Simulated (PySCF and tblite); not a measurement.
Values are calculated unless marked as measured or tabulated.
C7H8ClF3, numbered as in [F:1][C:2]([F:3])([F:4])[C:5]1=[CH:6][C@H:7]([Cl:8])[CH2:9][CH2:10][CH2:11]1.

First level. Level: PBE0-D3(BJ)/pcSseg-1 (IEF-PCM, acetone)//GFN2-xTB, thermal terms from GFN2-xTB, symmetry numbers and mirror pairs counted. Conformers within 5 kcal/mol (GFN2-xTB free energy) were kept, 6 at most. GIAO shieldings: PBE0/pcSseg-1 (IEF-PCM, acetone). Shifts are against TMS (¹H), TMS (¹³C), CFCl3 (¹⁹F) at the same level; of two unlike H on one atom, a is the less shielded. Programs: PySCF with density fitting and tblite.

It gives, at 298.15 K, with 2 conformers (largest weight 74 %): ¹H: 6.83 (H6, 1H), 5.01 (H7, 1H), 2.40 (H11a, 1H), 2.33 (H11b, 1H), 2.11 (H9a, 1H), 2.03 (H10a, 1H), 2.03 (H9b, 1H), 1.81 (H10b, 1H) ppm. ¹³C: 140.7 (C5), 140.4 (C6), 134.3 (C2), 61.2 (C7), 35.6 (C9), 26.9 (C11), 21.6 (C10) ppm. ¹⁹F: -87.1 (F1/F3/F4) ppm.

Second level: GFN2-xTB geometries, energies PBE0-D3(BJ)/def2-SVP, starting guess huckel, shieldings PBE0/def2-SVP, starting guess huckel, on up to 4 of the same conformers.

**Question.** How do the averaged shifts change?

**Answer.** 
```json
{"signal": "H6", "first": "6.83", "second": "6.54", "change (ppm)": "-0.29"}
{"signal": "H7", "first": "5.01", "second": "4.53", "change (ppm)": "-0.48"}
{"signal": "H9b", "first": "2.03", "second": "1.92", "change (ppm)": "-0.10"}
{"signal": "H9a", "first": "2.11", "second": "1.73", "change (ppm)": "-0.38"}
{"signal": "H10a", "first": "2.03", "second": "2.02", "change (ppm)": "-0.01"}
{"signal": "H10b", "first": "1.81", "second": "1.51", "change (ppm)": "-0.31"}
{"signal": "H11a", "first": "2.40", "second": "2.21", "change (ppm)": "-0.19"}
{"signal": "H11b", "first": "2.33", "second": "2.06", "change (ppm)": "-0.27"}
{"signal": "C2", "first": "134.3", "second": "129.7", "change (ppm)": "-4.6"}
{"signal": "C5", "first": "140.7", "second": "132.5", "change (ppm)": "-8.3"}
{"signal": "C6", "first": "140.4", "second": "130.8", "change (ppm)": "-9.6"}
{"signal": "C7", "first": "61.2", "second": "55.9", "change (ppm)": "-5.3"}
{"signal": "C9", "first": "35.6", "second": "32.1", "change (ppm)": "-3.5"}
{"signal": "C10", "first": "21.6", "second": "18.9", "change (ppm)": "-2.7"}
{"signal": "C11", "first": "26.9", "second": "24.7", "change (ppm)": "-2.2"}
{"signal": "F1/F3/F4", "first": "-87.1", "second": "-72.9", "change (ppm)": "14.2"}
```

The largest weight becomes 81 %.

Unscaled ¹⁹F shifts at such levels can be off by tens of ppm; differences between conformers or isomers are more reliable. Shifts are unscaled: against experiment ¹³C can be off by 15 ppm or more and ¹H by 0.8 ppm.


Conformer gaps in def2-SVP or pcSseg-1 on xTB geometries can be 2 kcal/mol off for S=O, P=O and other polar bonds.